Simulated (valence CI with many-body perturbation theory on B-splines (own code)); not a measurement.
# Ru V: calculated level list

Calculated by valence CI with perturbative core correlation (CI+MBPT): four valence electrons over a frozen Dirac-Fock core [Kr], radial functions for each j: 7 s, 7 p, 8 d, 6 f, 4 g, 1 h, with the one-electron correlation potential Σ1, the two-electron term Σ2, the three-electron term Σ3, Breit, model QED; selected CI, second order for the rest, scaled by the run's own slope (own B-spline code, finite nucleus).

No measured spectrum was set against this ion. As an estimate, terms of the open shell hold to 2 to 4 % of their energy, and close levels can change places; different configurations can be misplaced against each other by 1,000 to 8,000 cm⁻¹. Among the levels kept, up to 340 cm⁻¹ of a level comes from second order outside the variational space, and about a tenth of that is noise between levels of different J, which matters for small intervals. The list stops below the first excitations out of the core.

Levels 91 to 135 of 185, with energies above the lowest level, 4d4 5D_0. "Leading %" is the weight of the configuration and term that name the level; weights of strongly mixed levels are sums over their largest components and can fall short. Lifetimes count E1, E2, E3, M1 and M2 decay at the calculated energies, and are blank where another channel may lead or the interval is too uncertain; long ones can be off by a factor of two.

| No. | Configuration | Term | J | E (cm⁻¹) | Leading % | g | Lifetime |
| --- | --- | --- | --- | --- | --- | --- | --- |
| 91 | 4d3 5p | 3G° | 3 | 186080 | 61 | 0.948 | 281 ps |
| 92 | 4d3 5p | 3G° | 4 | 187810 | 60 | 1.124 | 281 ps |
| 93 | 4d3 5p | 3F° | 2 | 188910 | 81 | 0.707 | 314 ps |
| 94 | 4d3 5p | 3G° | 5 | 189850 | 43 | 1.253 | 306 ps |
| 95 | 4d3 5p | 3P° | 0 | 190130 | 41 |  | 888 ps |
| 96 | 4d3 5p | 5P° | 1 | 190470 | 82 | 2.360 | 153 ps |
| 97 | 4d3 5p | 3F° | 3 | 190670 | 84 | 1.092 | 279 ps |
| 98 | 4d3 5p | 3P° | 2 | 191400 | 48 | 1.535 | 277 ps |
| 99 | 4d3 5p | 5D° | 1 | 191440 | 57 | 1.448 | 608 ps |
| 100 | 4d3 5p | 3H° | 4 | 191500 | 74 | 0.883 | 360 ps |
| 101 | 4d3 5p | 3F° | 4 | 192160 | 77 | 1.206 | 276 ps |
| 102 | 4d3 5p | 5P° | 2 | 192340 | 58 | 1.667 | 210 ps |
| 103 | 4d3 5p | 3H° | 5 | 193100 | 62 | 1.049 | 321 ps |
| 104 | 4d3 5p | 5D° | 0 | 194040 | 52 |  | 784 ps |
| 105 | 4d3 5p | 5P° | 3 | 194070 | 86 | 1.636 | 155 ps |
| 106 | 4d3 5p | 3G° | 3 | 194670 | 51 | 0.894 | 160 ps |
| 107 | 4d3 5p | 5D° | 2 | 195480 | 56 | 1.458 | 498 ps |
| 108 | 4d3 5p | 1G° | 4 | 195590 | 35 | 1.014 | 184 ps |
| 109 | 4d3 5p | 3P° | 1 | 195810 | 67 | 1.513 | 228 ps |
| 110 | 4d3 5p | 5D° | 3 | 195950 | 82 | 1.477 | 528 ps |
| 111 | 4d3 5p | 3H° | 6 | 195980 | 83 | 1.149 | 465 ps |
| 112 | 4d3 5p | 3P° | 0 | 196100 | 82 |  | 196 ps |
| 113 | 4d3 5p | 3F° | 2 | 196400 | 47 | 0.976 | 244 ps |
| 114 | 4d3 5p | 3P° | 1 | 196700 | 45 | 1.378 | 281 ps |
| 115 | 4d3 5p | 1H° | 5 | 197450 | 47 | 1.017 | 344 ps |
| 116 | 4d3 5p | 3G° | 4 | 197650 | 77 | 1.048 | 146 ps |
| 117 | 4d3 5p | 5D° | 4 | 198470 | 92 | 1.474 | 684 ps |
| 118 | 4d3 5p | 3F° | 3 | 198950 | 45 | 0.939 | 152 ps |
| 119 | 4d3 5p | 3G° | 5 | 199000 | 62 | 1.078 | 183 ps |
| 120 | 4d3 5p | 3D° | 1 | 199050 | 75 | 0.744 | 219 ps |
| 121 | 4d3 5p | 3H° | 4 | 199330 | 44 | 1.042 | 172 ps |
| 122 | 4d3 5p | 3P° | 2 | 199600 | 39 | 1.118 | 200 ps |
| 123 | 4d3 5p | 3H° | 5 | 200000 | 91 | 1.035 | 199 ps |
| 124 | 4d3 5p | 3P° | 2 | 200010 | 27 | 1.194 | 224 ps |
| 125 | 4d3 5p | 3P° | 0 | 200160 | 60 |  | 345 ps |
| 126 | 4d3 5p | 1F° | 3 | 200360 | 54 | 1.034 | 259 ps |
| 127 | 4d3 5p | 3H° | 6 | 201040 | 81 | 1.140 | 217 ps |
| 128 | 4d3 5p | 3D° | 2 | 201590 | 33 | 1.002 | 235 ps |
| 129 | 4d3 5p | 1G° | 4 | 202240 | 67 | 1.013 | 196 ps |
| 130 | 4d3 5p | 3F° | 3 | 202270 | 72 | 1.136 | 169 ps |
| 131 | 4d3 5p | 5S° | 2 | 202400 | 74 | 1.839 | 420 ps |
| 132 | 4d3 5p | 1H° | 5 | 202470 | 43 | 0.968 | 401 ps |
| 133 | 4d3 5p | 3I° | 6 | 202510 | 81 | 1.045 | 601 ps |
| 134 | 4d3 5p | 3D° | 2 | 203240 | 51 | 0.965 | 159 ps |
| 135 | 4d3 5p | 3D° | 3 | 203280 | 76 | 1.273 | 144 ps |

Names give the largest LS component (configuration and term), which can be under half, so a name can repeat, a term be missing and a line seem to break the LS rules; names also repeat where a configuration has a term twice.

Where two levels of one J and parity lie close, their mixing, g and order are uncertain.
